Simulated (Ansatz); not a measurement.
Relaxation of CH$_{5}$NSn (8 atoms, charge 0, multiplicity 1), to a largest force component of 0.02 eV/Å in at most 50 steps.

Theory: Ansatz 0.2.0, RKS PBE0-D4/def2-SVP.

```xyz
8
Properties=species:S:1:pos:R:3:forces:R:3
C -0.649 0.344 -0.679 0.03 2.89 -5.47
N -0.113 1.024 0.432 -1.04 2.56 6.09
Sn 0.776 -0.861 0.080 2.87 -5.64 1.94
H -1.672 0.070 -0.519 -0.82 -0.09 -0.08
H -0.437 0.895 -1.657 -0.77 -0.57 1.08
H -0.738 0.914 1.257 0.48 0.04 -0.74
H 2.485 -0.566 -0.410 -0.40 0.79 -0.57
H 0.549 1.722 0.827 -0.35 0.01 -2.24
```

**Question.** Where does it end, and by what steps?

**Answer.** The run converged. After 10 steps the energy has fallen by 1.895 eV; H7 moved furthest, 0.39 Å.

```
step  energy less start (eV)  largest force component (eV/Å)  accepted
   0                  0.0000                           6.092       yes
   1                 -1.2749                           3.030       yes
   2                 -1.7541                           1.091       yes
   3                 -1.8695                           0.666       yes
   4                 -1.8887                           0.164       yes
   5                 -1.8913                           0.172       yes
   6                 -1.8940                           0.045       yes
   7                 -1.8944                           0.026       yes
   8                 -1.8949                           0.021       yes
   9                 -1.8941                           0.096        no
  10                 -1.8950                           0.009       yes
```

```xyz
8
Properties=species:S:1:pos:R:3
C -0.551 0.330 -0.655
N -0.089 0.896 0.627
Sn 0.833 -1.221 0.156
H -1.622 0.100 -0.629
H -0.302 0.957 -1.518
H -0.811 1.084 1.317
H 2.217 -0.302 -0.508
H 0.527 1.699 0.541
```

Whether the end is a true minimum wasn't checked by a vibrational analysis.

The run took 40 s on 1 thread of Intel(R) Xeon(R) 6975P-C (Granite Rapids), with other jobs on the host, peak memory 0.25 GiB.
